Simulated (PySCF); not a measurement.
## Correlation energy of Tl (thallium, neutral)

[Xe] 4f14 5d10 6s1 6p2, high-spin 4P determinant (an excited configuration). Calculation: PySCF 2.14, in x2c-TZVPPall with one added diffuse shell each of s, p, d, f type (12s8p7d4f, 99 functions); the spin-free X2C one-electron Hamiltonian (Gaussian nucleus). Frozen: [Kr] 4d10 4f14; 21 electrons correlated.

MP2 pair energies summed by pair of shells (mhartree):

```tsv
pair	energy	share (%)
5d-5d	-226.99	52.7
5p-5d	-76.02	17.6
5d-6p	-34.95	8.1
5d-6s	-30.59	7.1
5p-5p	-21.28	4.9
5s-5d	-15.14	3.5
5s-5p	-9.69	2.2
5p-6s	-4.05	0.9
6p-6p	-3.29	0.8
6s-6p	-3.17	0.7
5p-6p	-3.02	0.7
5s-5s	-2.02	0.5
5s-6s	-0.36	0.1
5s-6p	-0.26	0.1
```

Total MP2 correlation energy: -430.84 mhartree.

Same-spin part -160.74 and opposite-spin part -270.10 mhartree; SCS-MP2 scales them by 1/3 and 6/5 to -377.70 mhartree.

This basis was not built for core-valence correlation, so the inner-shell part is incomplete.

Spin-orbit coupling is strong in this species, so the high-spin LS determinant is a model state.
